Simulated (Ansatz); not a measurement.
Geometry optimisation of `[CH2][Al]([CH3])[F]` radical.

```yaml
crystal:
  periodic: [false, false, false]
  atoms:
    - {symbol: C, position_ang: [-0.813705, 1.544016, -0.788019]}
    - {symbol: Al, position_ang: [0.013670, -0.197279, -0.640361]}
    - {symbol: C, position_ang: [0.626072, -1.011669, 1.026306]}
    - {symbol: F, position_ang: [0.189148, -1.061127, -2.078622]}
    - {symbol: H, position_ang: [-1.162640, 1.982316, -1.743567]}
    - {symbol: H, position_ang: [-0.989488, 2.224506, 0.067879]}
    - {symbol: H, position_ang: [-0.239902, -1.287931, 1.666248]}
    - {symbol: H, position_ang: [1.219524, -1.931836, 0.852765]}
    - {symbol: H, position_ang: [1.245920, -0.307296, 1.620170]}
basis:
  gaussian: {orbitals: def2-TZVP}
magnetization: {spin_polarized: true, initial_magnetization: 1}
hamiltonian: {xc: pbe0, dispersion: d4}
relax: {f_tol: 0.005, max_steps: 150}
```

```sh
$ ansatz run in.yaml --threads 4 --pin off --events-out ev --progress --plain
```

Output, abridged:

```
Functional definition: PBE0
mean field -11464.03399868 eV, -421.2954788502 hartree, gradient 4.0e-5 eV, S^2 0.754009; 0 other end points of the search recorded, 0 dependent functions left out
relax step   1: F+E_penalty+E_count = -11464.14480897 eV  Δ(F+E_penalty+E_count) = +0.000e0 eV  max|allowed force component| = 6.735e-1 eV/Å  Δτ_max = 0.0000 Å  (30 SCF iters, accepted)
mean field -11464.06842901 eV, -421.2967441414 hartree, gradient 1.3e-5 eV, S^2 0.753903; 0 other end points of the search recorded, 0 dependent functions left out
relax step   2: F+E_penalty+E_count = -11464.17970384 eV  Δ(F+E_penalty+E_count) = -3.489e-2 eV  max|allowed force component| = 4.073e-1 eV/Å  Δτ_max = 0.0209 Å  (35 SCF iters, accepted)
mean field -11464.07372839 eV, -421.2969388901 hartree, gradient 2.2e-5 eV, S^2 0.753861; 0 other end points of the search recorded, 0 dependent functions left out
relax step   3: F+E_penalty+E_count = -11464.18535508 eV  Δ(F+E_penalty+E_count) = -5.651e-3 eV  max|allowed force component| = 7.590e-2 eV/Å  Δτ_max = 0.0193 Å  (36 SCF iters, accepted)
mean field -11464.07168793 eV, -421.2968639045 hartree, gradient 1.2e-5 eV, S^2 0.753858; 0 other end points of the search recorded, 0 dependent functions left out
relax step   4: F+E_penalty+E_count = -11464.18342280 eV  Δ(F+E_penalty+E_count) = +1.932e-3 eV  max|allowed force component| = 1.350e-1 eV/Å  Δτ_max = 0.0299 Å  (35 SCF iters, rejected (line search))
mean field -11464.07473128 eV, -421.2969757457 hartree, gradient 1.4e-5 eV, S^2 0.753860; 0 other end points of the search recorded, 0 dependent functions left out
relax step   5: F+E_penalty+E_count = -11464.18636696 eV  Δ(F+E_penalty+E_count) = -1.012e-3 eV  max|allowed force component| = 1.292e-2 eV/Å  Δτ_max = 0.0148 Å  (35 SCF iters, accepted)
mean field -11464.07480419 eV, -421.2969784250 hartree, gradient 9.8e-6 eV, S^2 0.753862; 0 other end points of the search recorded, 0 dependent functions left out
relax step   6: F+E_penalty+E_count = -11464.18642838 eV  Δ(F+E_penalty+E_count) = -6.141e-5 eV  max|allowed force component| = 8.527e-3 eV/Å  Δτ_max = 0.0107 Å  (35 SCF iters, accepted)
mean field -11464.07482460 eV, -421.2969791749 hartree, gradient 9.8e-6 eV, S^2 0.753862; 0 other end points of the search recorded, 0 dependent functions left out
relax step   7: F+E_penalty+E_count = -11464.18645765 eV  Δ(F+E_penalty+E_count) = -2.927e-5 eV  max|allowed force component| = 2.764e-3 eV/Å  Δτ_max = 0.0074 Å  (35 SCF iters, accepted)
mean field -11464.07485416 eV, -421.2969802614 hartree, gradient 1.1e-5 eV, S^2 0.753863; 0 other end points of the search recorded, 0 dependent functions left out
relax step   8: F+E_penalty+E_count = -11464.18650192 eV  Δ(F+E_penalty+E_count) = -4.427e-5 eV  max|allowed force component| = 9.422e-3 eV/Å  Δτ_max = 0.0228 Å  (33 SCF iters, accepted)
mean field -11464.07487855 eV, -421.2969811578 hartree, gradient 9.9e-6 eV, S^2 0.753863; 0 other end points of the search recorded, 0 dependent functions left out
relax step   9: F+E_penalty+E_count = -11464.18653048 eV  Δ(F+E_penalty+E_count) = -2.856e-5 eV  max|allowed force component| = 1.593e-2 eV/Å  Δτ_max = 0.0134 Å  (35 SCF iters, accepted)
mean field -11464.07493117 eV, -421.2969830916 hartree, gradient 1.2e-5 eV, S^2 0.753863; 0 other end points of the search recorded, 0 dependent functions left out
relax step  10: F+E_penalty+E_count = -11464.18657932 eV  Δ(F+E_penalty+E_count) = -4.884e-5 eV  max|allowed force component| = 2.834e-2 eV/Å  Δτ_max = 0.0204 Å  (34 SCF iters, accepted)
mean field -11464.07499952 eV, -421.2969856032 hartree, gradient 1.0e-5 eV, S^2 0.753862; 0 other end points of the search recorded, 0 dependent functions left out
relax step  11: F+E_penalty+E_count = -11464.18663646 eV  Δ(F+E_penalty+E_count) = -5.714e-5 eV  max|allowed force component| = 3.218e-2 eV/Å  Δτ_max = 0.0161 Å  (35 SCF iters, accepted)
mean field -11464.06276234 eV, -421.2965358952 hartree, gradient 1.7e-5 eV, S^2 0.753873; 0 other end points of the search recorded, 0 dependent functions left out
relax step  12: F+E_penalty+E_count = -11464.17426285 eV  Δ(F+E_penalty+E_count) = +1.237e-2 eV  max|allowed force component| = 3.873e-1 eV/Å  Δτ_max = 0.1715 Å  (34 SCF iters, rejected (line search))
mean field -11464.07506563 eV, -421.2969880326 hartree, gradient 9.9e-6 eV, S^2 0.753865; 0 other end points of the search recorded, 0 dependent functions left out
relax step  13: F+E_penalty+E_count = -11464.18666459 eV  Δ(F+E_penalty+E_count) = -2.813e-5 eV  max|allowed force component| = 4.102e-2 eV/Å  Δτ_max = 0.0140 Å  (35 SCF iters, accepted)
mean field -11464.07522625 eV, -421.2969939355 hartree, gradient 1.1e-5 eV, S^2 0.753863; 0 other end points of the search recorded, 0 dependent functions left out
relax step  14: F+E_penalty+E_count = -11464.18682218 eV  Δ(F+E_penalty+E_count) = -1.576e-4 eV  max|allowed force component| = 2.245e-2 eV/Å  Δτ_max = 0.0192 Å  (35 SCF iters, accepted)
mean field -11464.07527318 eV, -421.2969956600 hartree, gradient 1.1e-5 eV, S^2 0.753861; 0 other end points of the search recorded, 0 dependent functions left out
relax step  15: F+E_penalty+E_count = -11464.18685515 eV  Δ(F+E_penalty+E_count) = -3.297e-5 eV  max|allowed force component| = 4.430e-2 eV/Å  Δτ_max = 0.0371 Å  (34 SCF iters, accepted)
mean field -11464.07538294 eV, -421.2969996936 hartree, gradient 2.2e-5 eV, S^2 0.753861; 0 other end points of the search recorded, 0 dependent functions left out
relax step  16: F+E_penalty+E_count = -11464.18696386 eV  Δ(F+E_penalty+E_count) = -1.087e-4 eV  max|allowed force component| = 2.778e-2 eV/Å  Δτ_max = 0.0047 Å  (28 SCF iters, accepted)
mean field -11464.07547097 eV, -421.2970029288 hartree, gradient 1.0e-5 eV, S^2 0.753861; 0 other end points of the search recorded, 0 dependent functions left out
relax step  17: F+E_penalty+E_count = -11464.18705364 eV  Δ(F+E_penalty+E_count) = -8.978e-5 eV  max|allowed force component| = 1.252e-2 eV/Å  Δτ_max = 0.0092 Å  (35 SCF iters, accepted)
[...]
relax step  28: F+E_penalty+E_count = -11464.18838868 eV  Δ(F+E_penalty+E_count) = -1.364e-4 eV  max|allowed force component| = 3.890e-2 eV/Å  Δτ_max = 0.0257 Å  (34 SCF iters, accepted)
mean field -11464.07644964 eV, -421.2970388940 hartree, gradient 2.0e-5 eV, S^2 0.753851; 0 other end points of the search recorded, 0 dependent functions left out
relax step  29: F+E_penalty+E_count = -11464.18798685 eV  Δ(F+E_penalty+E_count) = +4.018e-4 eV  max|allowed force component| = 8.138e-2 eV/Å  Δτ_max = 0.0880 Å  (34 SCF iters, rejected (line search))
mean field -11464.07708410 eV, -421.2970622101 hartree, gradient 1.3e-5 eV, S^2 0.753854; 0 other end points of the search recorded, 0 dependent functions left out
relax step  30: F+E_penalty+E_count = -11464.18863946 eV  Δ(F+E_penalty+E_count) = -2.508e-4 eV  max|allowed force component| = 3.328e-2 eV/Å  Δτ_max = 0.0437 Å  (33 SCF iters, accepted)
mean field -11464.07701870 eV, -421.2970598067 hartree, gradient 2.6e-5 eV, S^2 0.753856; 0 other end points of the search recorded, 0 dependent functions left out
relax step  31: F+E_penalty+E_count = -11464.18855904 eV  Δ(F+E_penalty+E_count) = +8.042e-5 eV  max|allowed force component| = 6.668e-2 eV/Å  Δτ_max = 0.0630 Å  (33 SCF iters, rejected (line search))
mean field -11464.07719051 eV, -421.2970661208 hartree, gradient 1.2e-5 eV, S^2 0.753854; 0 other end points of the search recorded, 0 dependent functions left out
relax step  32: F+E_penalty+E_count = -11464.18874020 eV  Δ(F+E_penalty+E_count) = -1.007e-4 eV  max|allowed force component| = 2.815e-2 eV/Å  Δτ_max = 0.0306 Å  (33 SCF iters, accepted)
mean field -11464.07730460 eV, -421.2970703133 hartree, gradient 1.1e-5 eV, S^2 0.753855; 0 other end points of the search recorded, 0 dependent functions left out
relax step  33: F+E_penalty+E_count = -11464.18884466 eV  Δ(F+E_penalty+E_count) = -1.045e-4 eV  max|allowed force component| = 3.184e-2 eV/Å  Δτ_max = 0.0309 Å  (35 SCF iters, accepted)
mean field -11464.07734961 eV, -421.2970719673 hartree, gradient 1.0e-5 eV, S^2 0.753855; 0 other end points of the search recorded, 0 dependent functions left out
relax step  34: F+E_penalty+E_count = -11464.18888267 eV  Δ(F+E_penalty+E_count) = -3.800e-5 eV  max|allowed force component| = 2.980e-2 eV/Å  Δτ_max = 0.0243 Å  (35 SCF iters, accepted)
mean field -11464.07732700 eV, -421.2970711365 hartree, gradient 1.0e-5 eV, S^2 0.753855; 0 other end points of the search recorded, 0 dependent functions left out
relax step  35: F+E_penalty+E_count = -11464.18885434 eV  Δ(F+E_penalty+E_count) = +2.833e-5 eV  max|allowed force component| = 2.570e-2 eV/Å  Δτ_max = 0.0214 Å  (34 SCF iters, rejected (line search))
mean field -11464.07741536 eV, -421.2970743839 hartree, gradient 1.1e-5 eV, S^2 0.753855; 0 other end points of the search recorded, 0 dependent functions left out
relax step  36: F+E_penalty+E_count = -11464.18894717 eV  Δ(F+E_penalty+E_count) = -6.450e-5 eV  max|allowed force component| = 2.013e-2 eV/Å  Δτ_max = 0.0104 Å  (35 SCF iters, accepted)
mean field -11464.07748672 eV, -421.2970770060 hartree, gradient 9.6e-6 eV, S^2 0.753854; 0 other end points of the search recorded, 0 dependent functions left out
relax step  37: F+E_penalty+E_count = -11464.18901527 eV  Δ(F+E_penalty+E_count) = -6.810e-5 eV  max|allowed force component| = 7.484e-3 eV/Å  Δτ_max = 0.0224 Å  (33 SCF iters, accepted)
mean field -11464.07751271 eV, -421.2970779611 hartree, gradient 1.1e-5 eV, S^2 0.753855; 0 other end points of the search recorded, 0 dependent functions left out
relax step  38: F+E_penalty+E_count = -11464.18903516 eV  Δ(F+E_penalty+E_count) = -1.989e-5 eV  max|allowed force component| = 1.860e-2 eV/Å  Δτ_max = 0.0364 Å  (35 SCF iters, accepted)
mean field -11464.07752909 eV, -421.2970785631 hartree, gradient 1.9e-5 eV, S^2 0.753854; 0 other end points of the search recorded, 0 dependent functions left out
relax step  39: F+E_penalty+E_count = -11464.18905521 eV  Δ(F+E_penalty+E_count) = -2.005e-5 eV  max|allowed force component| = 8.286e-3 eV/Å  Δτ_max = 0.0048 Å  (26 SCF iters, accepted)
mean field -11464.07753623 eV, -421.2970788257 hartree, gradient 2.4e-5 eV, S^2 0.753854; 0 other end points of the search recorded, 0 dependent functions left out
relax step  40: F+E_penalty+E_count = -11464.18906508 eV  Δ(F+E_penalty+E_count) = -9.871e-6 eV  max|allowed force component| = 9.347e-3 eV/Å  Δτ_max = 0.0069 Å  (28 SCF iters, accepted)
mean field -11464.07754562 eV, -421.2970791706 hartree, gradient 1.1e-5 eV, S^2 0.753854; 0 other end points of the search recorded, 0 dependent functions left out
relax step  41: F+E_penalty+E_count = -11464.18908185 eV  Δ(F+E_penalty+E_count) = -1.677e-5 eV  max|allowed force component| = 5.026e-3 eV/Å  Δτ_max = 0.0183 Å  (35 SCF iters, accepted)
mean field -11464.07753535 eV, -421.2970787931 hartree, gradient 1.0e-5 eV, S^2 0.753853; 0 other end points of the search recorded, 0 dependent functions left out
relax step  42: F+E_penalty+E_count = -11464.18907977 eV  Δ(F+E_penalty+E_count) = +2.077e-6 eV  max|allowed force component| = 1.043e-2 eV/Å  Δτ_max = 0.0197 Å  (33 SCF iters, rejected (line search))
mean field -11464.07753731 eV, -421.2970788651 hartree, gradient 1.0e-5 eV, S^2 0.753854; 0 other end points of the search recorded, 0 dependent functions left out
relax step  43: F+E_penalty+E_count = -11464.18907805 eV  Δ(F+E_penalty+E_count) = +3.798e-6 eV  max|allowed force component| = 7.515e-3 eV/Å  Δτ_max = 0.0098 Å  (35 SCF iters, rejected (line search))
mean field -11464.07753814 eV, -421.2970788958 hartree, gradient 2.5e-5 eV, S^2 0.753854; 0 other end points of the search recorded, 0 dependent functions left out
relax step  44: F+E_penalty+E_count = -11464.18907852 eV  Δ(F+E_penalty+E_count) = +3.332e-6 eV  max|allowed force component| = 6.650e-3 eV/Å  Δτ_max = 0.0048 Å  (27 SCF iters, rejected (line search))
mean field -11464.07754619 eV, -421.2970791916 hartree, gradient 1.8e-5 eV, S^2 0.753854; 0 other end points of the search recorded, 0 dependent functions left out
relax step  45: F+E_penalty+E_count = -11464.18908429 eV  Δ(F+E_penalty+E_count) = -2.435e-6 eV  max|allowed force component| = 2.428e-3 eV/Å  Δτ_max = 0.0023 Å  (26 SCF iters, accepted)
mean field -11464.07754398 eV, -421.2970791105 hartree, gradient 1.0e-5 eV, S^2 0.753854; 0 other end points of the search recorded, 0 dependent functions left out
relax step  46: F+E_penalty+E_count = -11464.18908681 eV  Δ(F+E_penalty+E_count) = -2.524e-6 eV  max|allowed force component| = 3.975e-3 eV/Å  Δτ_max = 0.0112 Å  (35 SCF iters, accepted)
mean field -11464.07754398 eV, -421.2970791105 hartree, gradient 1.7e-5 eV, S^2 0.753854; 1 other end points of the search recorded, 0 dependent functions left out
Total energy: -11464.18911893 eV, -421.3011794142 hartree
Atom 0 at    -0.686415     1.587498    -0.819971 Å, force    -0.000329     0.000177    -0.000635 eV/Å
Atom 1 at    -0.112818    -0.228707    -0.596462 Å, force    -0.000759    -0.000126    -0.001695 eV/Å
Atom 2 at     0.607077    -1.002284     1.029301 Å, force     0.003975    -0.002488     0.001584 eV/Å
Atom 3 at    -0.253248    -1.209439    -1.924653 Å, force    -0.000090     0.000747     0.000871 eV/Å
Atom 4 at    -1.086824     1.989211    -1.748842 Å, force     0.000136    -0.000166     0.000202 eV/Å
Atom 5 at    -0.649027     2.336840    -0.030956 Å, force     0.000045    -0.000002     0.000101 eV/Å
Atom 6 at    -0.009290    -1.839755     1.370578 Å, force     0.000969     0.002024    -0.000721 eV/Å
Atom 7 at     1.611213    -1.403391     0.860142 Å, force    -0.003483     0.001210     0.000993 eV/Å
Atom 8 at     0.667932    -0.276272     1.843661 Å, force    -0.000464    -0.001375    -0.000699 eV/Å
Dipole moment:     0.025951     0.259509     0.315461 e Å
```

Hardware: 4 threads of a server CPU on a shared host. Wall time 58 s, peak host memory 0.45 GiB.
